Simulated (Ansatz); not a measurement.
Consider the formal exchange of groups at a C–F bond: `FC1C[SiH2]S1` + CH₄ → `CC1C[SiH2]S1` + H–F.

Isolated molecules relaxed with PBE0-D4/def2-TZVP in Ansatz; ΔE leaves out vibrations. CCSD(T)/CBS is the MP2 limit (def2-TZVPP, def2-QZVPP) plus CCSD(T) − MP2 in def2-TZVPP, frozen cores. This one scheme is used for every species. DFT in def2-TZVPP.

(1) Is it downhill or uphill in electronic energy at CCSD(T)/CBS, and by how much? (Estimate.)

(2) What do these levels give: PBE0-D4, MP2/def2-TZVPP, SCS-MP2/def2-TZVPP, CCSD/def2-TZVPP, MP2/def2-QZVPP, MP2/CBS(def2)? (An estimate is asked.)

Largest T1 diagnostic among the species: 0.012.

## Answers

(1) Computed: Downhill: ΔE = -35.6 kJ/mol.

(2) Computed: PBE0-D4 -25.0, MP2/def2-TZVPP -43.3, SCS-MP2/def2-TZVPP -34.8, CCSD/def2-TZVPP -30.8, MP2/def2-QZVPP -45.5, MP2/CBS(def2) -46.9 kJ/mol.

From PBE to PBE0 (25 % exact exchange), in def2-TZVPP and without D4, ΔE moves by −7.7 kJ/mol. In def2-TZVPP, CCSD(T) changes the Hartree–Fock value by −19.8 kJ/mol (the triples alone add −1.1 kJ/mol) and MP2 by −31.2 kJ/mol. The D4 term adds −9.6 kJ/mol with B3LYP and −5.3 kJ/mol with PBE0; it sums over pairs of atoms, weighted by their polarisabilities, and B3LYP, whose exchange is more repulsive, gets the larger term.

B3LYP here is the variant with VWN-RPA as its local correlation; programs differ in this.
